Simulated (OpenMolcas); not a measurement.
## P: Slater's ratio, thermal populations, worked from levels

```
Program             : OpenMolcas
Basis               : ANO-R2 [5s4p3d1f]
Scalar Hamiltonian  : X2C, finite nucleus
Active space        : 5 electrons in 9 orbitals (RAS2 3s 3p; RAS3 3d, at most 2 electrons)
State averaging     : 2S+1 = 4 odd, 1 root; 2S+1 = 2 odd, 8 roots; 2S+1 = 4 even, 3 roots; 2S+1 = 2 even, 5 roots
Spin-orbit coupling : state interaction with AMFI integrals over the reference wave functions, term energies averaged over their components
```

Methods: RASSCF; SS-RASPT2, IPEA 0.25 Eh, imaginary shift 0.1 Eh (closed shells correlated: 2s 2p). Measured levels: NIST Handbook of Basic Atomic Spectroscopic Data.

**Slater's ratio.** With one set of orbitals, p3 has 2D* - 4S* = 9 F2 and 2P* - 2D* = 6 F2 (F2 = F²/25), a ratio of 2/3. Term energies are centres of gravity, weighted by 2J + 1.

| Source | 2D* - 4S* | 2P* - 4S* | F2 from the first | Ratio |
| --- | --- | --- | --- | --- |
| RASSCF | 14606 | 22759 | 1623 | 0.558 |
| SS-RASPT2 | 12303 | 20170 | 1367 | 0.639 |
| measured | 11370 | 18740 | 1263 | 0.648 |

Energies in cm-1. A ratio away from 2/3 shows effects beyond one configuration with one set of orbitals, and in heavier atoms second-order spin-orbit shifts.

**Thermal populations.** Z = Σ (2J + 1) exp(-E/kT) with k = 0.695035 cm-1/K, over the levels below. No other level of either list lies under 55900 cm-1, which is above 7 kT at each temperature.

```csv
Level,2J + 1,SS-RASPT2,measured
3s2 3p3 4S* 3/2,4,0.0,0.0
3s2 3p3 2D* 3/2,4,12300,11361
3s2 3p3 2D* 5/2,6,12310,11377
3s2 3p3 2P* 1/2,2,20170,18723
3s2 3p3 2P* 3/2,4,20170,18748
```

| T (K) | Z, SS-RASPT2 | Z, measured levels | Ground level (%), SS-RASPT2 | Ground level (%), measured levels |
| --- | --- | --- | --- | --- |
| 5000 | 4.308 | 4.407 | 92.9 | 90.8 |
| 8000 | 5.253 | 5.500 | 76.1 | 72.7 |

At 8000 K, kT = 5560 cm-1, and the computed levels give Z = 4.000 + 0.438 + 0.656 + 0.053 + 0.106 = 5.253.

Active for correlation alone: 3d; no level in the range computed is led by a configuration that fills it, so any true level of that kind is missing. Without dynamic correlation excited terms often stand tens of per cent too high (terms of higher spin than the ground term too low), and those without a measured partner can miss by more than the paired ones (holds for RASSCF). Computed and measured levels are paired by configuration, term and J; levels that our copy of the source lacks, or whose pairing is in doubt (as where it misses far off the trend of its configuration), stay unpaired and out of the deviations. Levels of configurations outside the active space are missing.

* marks odd parity.
